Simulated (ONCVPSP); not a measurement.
**What one change does to a pseudopotential (Ni (Z = 28), ONCV)**

| Quantity | Value |
| --- | --- |
| Element | Ni (Z = 28) |
| Generator | ONCVPSP 4.0.1 |
| Type | optimised norm-conserving Vanderbilt (ONCV) |
| Functional | LDA (Perdew-Wang 92) |
| Relativity | scalar-relativistic |
| Frozen core | [Ne] 3s2 |
| Valence charge | 16 |
| Reference configuration | 3p6 3d8 4s1 (charge +1) |
| Partial waves | 4s: rc 1.60 bohr, ncon 3, nbas 7, qcut 4.1 1/bohr, 2 projectors, debl 1.2 Ha; 3p: rc 0.90 bohr, ncon 4, nbas 7, qcut 14 1/bohr, 2 projectors, debl 3.7 Ha; 3d: rc 1.60 bohr, ncon 3, nbas 7, qcut 11.5 1/bohr, 2 projectors, debl 3.2 Ha |
| Local potential | polynomial inside 0.85 bohr (lpopt 5, dvloc0 0 Ha) |
| Core correction | Teter function, parameters optimised by the program |

Change: p: rc 0.78; local potential polynomial inside 0.78 bohr (lpopt 5, dvloc0 0 Ha).

Cutoffs: the cutoffs (Ha) at which the residual kinetic energy of the hardest occupied pseudo-wave falls to 1 and 0.1 mHa per electron; they do not see the model core or the augmentation charge, which bear on the density cutoff. Errors are all-electron minus pseudo energies relative to the spin-unpolarised reference configuration.

Problem. What does the change do?

Solution. The potential gets harder (57 Ha and 79 Ha → 76 Ha and 94 Ha); both files keep a bound ghost (s); the errors of the 4 common tests hardly move. A smaller radius makes the pseudo-wave follow the all-electron one further in, where it bends more sharply, so more plane waves are needed.

```csv
quantity,base,changed
"cutoff, loose",57 Ha,76 Ha
"cutoff, tight",79 Ha,94 Ha
loose cutoff by channel,"s 5.6 Ha, p 57 Ha, d 46 Ha","s 5.6 Ha, p 76 Ha, d 46 Ha"
bound ghosts,s,s
GHOST(+) flags under 300 eV,none,none
"error for 3p6 3d8 4s2, meV [ΔE -9.59 eV]",-0.9,-0.9
"error for 3p6 3d8 4s0, meV [ΔE 17.65 eV]",-9.9,-10.0
"error for 3p6 3d7 4s0, meV [ΔE 55.46 eV]",+85,+84
"error for 3p6 3d9 4s0, meV [ΔE -3.05 eV]",-14,-14
s: phases at 1.63 bohr within 0.05 rad from the reference energy up to (Ha; the scan ends near 5),to the end of the scan,to the end of the scan
d: phases at 1.63 bohr within 0.05 rad from the reference energy up to (Ha; the scan ends near 5),to the end of the scan,to the end of the scan
"rms error of d²Exc/dni dnj with the model core, mHa",0.34,0.33
```

 A true bound ghost makes a file unfit for plane-wave use even where its test errors are small: the radial tests pick states by their node count and pass the ghost by.
